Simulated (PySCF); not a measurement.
Si(CCH)(OH)3 (C2H4O3Si), SMILES O[Si](C#C)(O)O. Atoms are numbered in the order given.

```xyz
10

C      0.0000     0.0000     2.7138
C      0.0000     0.0000     1.4844
Si     0.0000     0.0000    -0.3573
O      1.2497    -0.9335    -0.9273
O      0.1836     1.5491    -0.9273
O     -1.4333    -0.6155    -0.9273
H      0.0000     0.0000     3.7964
H      1.2769    -1.8403    -0.5761
H      0.9553     2.0260    -0.5761
H     -2.2322    -0.1857    -0.5761
```
Charge 0, spin multiplicity 1.

Geometry optimised at PBE-D3(BJ)/def2-SVP. This is a generated structure with no PubChem entry under its InChIKey; it may be hypothetical. Other conformers were not sampled.

Two levels are set side by side: PBE/pcSseg-1 (PySCF) and KT2/pcSseg-1 (PySCF). GIAO shifts against H2O (¹⁷O), TMS (²⁹Si), TMS (¹H), TMS (¹³C) at the same level; non-relativistic, no solvent, atoms listed together averaged. Differences are taken from unrounded values.

```
quantity                      KT2    PBE  PBE minus KT2
--------------------------  -----  -----  -------------
δ(¹³C) of C1 (ppm)           91.1   97.8            6.7
δ(¹³C) of C2 (ppm)           78.0   85.8            7.8
δ(²⁹Si) of Si3 (ppm)        -59.7  -62.6           -2.9
δ(¹⁷O) of O4, O5, O6 (ppm)   73.6   76.9            3.3
δ(¹H) of H7 (ppm)            2.90   2.62          -0.28
δ(¹H) of H8, H9, H10 (ppm)   2.41   2.37          -0.04
```

Rough cost on one machine, each run with all the roots and properties that it gave: KT2 against PBE within a factor of 2.
